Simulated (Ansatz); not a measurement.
Ga5Sb4H16⁻, a cluster cut from zinc blende GaSb (hydrogen-capped), relaxed as a singlet with RKS r2SCAN-D4/def2-SVP in Ansatz, starting from a model built from a lattice or polyhedron. Force threshold 0.03 eV/Å.

In the def2 sets Sb takes a core potential; there is no spin–orbit coupling.

Start:

```xyz
25

Ga    1.4727    2.1218    1.6171
Ga    0.8227    1.3954   -2.5845
Ga    2.1659   -1.8069   -0.0410
Ga   -1.1897   -1.1188    2.5980
Ga   -1.8390   -1.8295   -1.6157
Sb    2.3200    0.8089   -0.5082
Sb   -1.0127    1.4726    2.1298
Sb   -1.7040    0.7471   -2.0716
Sb   -0.2950   -2.4513    0.4798
H     1.5802    3.6343    1.3501
H     2.3512    1.8017    2.8356
H     0.8782    2.9418   -2.8491
H     1.3261    0.6560   -3.8057
H     3.0579   -2.1368    1.1719
H     2.6654   -2.5583   -1.2728
H    -0.3028   -1.4744    3.7962
H    -2.6619   -1.5025    2.8848
H    -1.3552   -2.6124   -2.8612
H    -3.3198   -2.1933   -1.2939
H     3.9716    1.2395   -0.8296
H    -1.5692    2.3456    3.4961
H    -1.9926    1.8702    0.7668
H    -2.6748    1.1760   -3.4544
H    -2.2505    1.6249   -0.7047
H    -0.4447   -4.1515    0.7664
```

Estimate the energy that the relaxation releases and the steps that it takes.

130.2 kJ/mol, in 8 steps; 33 s on 2 threads of AMD EPYC 7R13 on a shared host and a share (18 GiB) of an NVIDIA H100 80GB HBM3. No frequencies were taken in this run, so the end may be a saddle point.

Does the start keep its bonding and symmetry?

By distances, no bond broke or formed. The bond that changes most is Ga3–Sb9, from 2.60 to 2.68 Å (atoms count from 1). A close non-bonded pair moves further: H22–H24, from 1.51 to 2.69 Å. Point group Cs at the start, C2v at the end, both within 0.05 Å.

Predict the relaxed structure.


```
atom    x (Å)    y (Å)    z (Å)
 Ga1   1.6644   2.3683   1.6370
 Ga2   0.9702   1.6292  -2.7283
 Ga3   2.1965  -1.8090  -0.0397
 Ga4  -1.3558  -1.3118   2.7355
 Ga5  -2.0416  -2.0585  -1.6274
 Sb6   2.1570   0.8381  -0.4827
 Sb7  -0.6910   1.2862   2.4006
 Sb8  -1.4444   0.4723  -2.3636
 Sb9  -0.3988  -2.2856   0.4524
 H10   1.3698   3.8635   1.2466
 H11   2.6577   2.0272   2.8092
 H12   0.7255   3.1828  -2.7667
 H13   1.5847   0.8842  -3.9709
 H14   3.0110  -2.0807   1.2798
 H15   2.5888  -2.5322  -1.3820
 H16  -0.4814  -1.7919   3.9528
 H17  -2.9263  -1.3702   2.8051
 H18  -1.5446  -2.9490  -2.8261
 H19  -3.5566  -2.0592  -1.2036
 H20   3.7927   1.2183  -0.8076
 H21  -1.2520   2.1539   3.7635
 H22  -1.8628   1.9325   1.3420
 H23  -2.4291   0.8784  -3.7017
 H24  -2.2820   1.4823  -1.2730
 H25  -0.4519  -3.9693   0.7489
```
Bond lengths (bridged metal pairs left out): 10 × Ga–Sb 2.66 to 2.70 Å; 10 × Ga–H 1.57 Å; 6 × H–Sb 1.71 Å.
